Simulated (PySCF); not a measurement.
Isomers of C3H9AlO. Theory: PBE0-D3(BJ)/def2-SVP geometry optimisation, gas phase in PySCF. One conformer each; no zero-point energy, no entropy. No frequencies were run at this level. Point groups hold within 0.08 Å.

Task: Order them by energy at this level, lowest first, and give relative energies in kcal/mol.
A. `[CH3:1][CH:2]([CH3:3])[O:4][AlH2:5]` with C1–C2–O4–Al5 4°, C2–O4–Al5–H -2° and 178°
B. `[CH3:1][CH2:2][AlH:3][O:4][CH3:5]` with C1–C2–Al3–O4 179°, C2–Al3–O4–C5 179°

Result: A (0.0), B (0.7).

Neighbours under 2.5 kcal/mol apart (CC(C)[O][AlH2] and C[CH2][AlH][O]C) can change places with a better method, another conformer or zero-point energy.

```tsv
SMILES	E (Eh)	E rel (kcal/mol)	dipole (D)	point group	A, B, C (MHz)
CC(C)[O][AlH2]	-436.86399	0.0	1.15	C1	7208, 2317, 1920
C[CH2][AlH][O]C	-436.86281	0.7	0.16	–	17890, 1471, 1395
```

Task: As an exercise, what shares would exp(−E/RT) give at 298.15 K from these electronic energies alone (no entropy, no degeneracies)?

Result: RT = 0.592 kcal/mol: CC(C)[O][AlH2] 77.7 %, C[CH2][AlH][O]C 22.3 %.
